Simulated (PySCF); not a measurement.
# Exercise with solution: dipole moment from atomic charges

AlCl, SMILES [Cl][Al] (connectivity only; charge and spin as stated), neutral, multiplicity 1. Atoms are numbered in the order given.

```xyz
2

Al     0.0000     0.0000    -1.2166
Cl     0.0000     0.0000     0.9304
```

Geometry optimised at PBE0-D3(BJ)/def2-TZVPD.

Charges (e) from PBE/def2-TZVPD (PySCF):

```tsv
atom	ESP fit	IAO
Al1	0.173	0.350
Cl2	-0.173	-0.350
```

The dipole moment of the full density is 1.52 D.

Task: What dipole moment does each set of point charges give, and which comes closer to that of the density?

Result: 
μ = Σ q r, and 1 e Å = 4.8032 D.
ESP fit: Σ q r = (0.000, 0.000, -0.371) e Å, |μ| = 1.78 D.
IAO: Σ q r = (0.000, 0.000, -0.751) e Å, |μ| = 3.61 D.
ESP fit comes closer in size. Point charges leave out the atoms' own dipoles (lone pairs, polarised bonds); fits to the potential absorb them, partitions of the density don't.
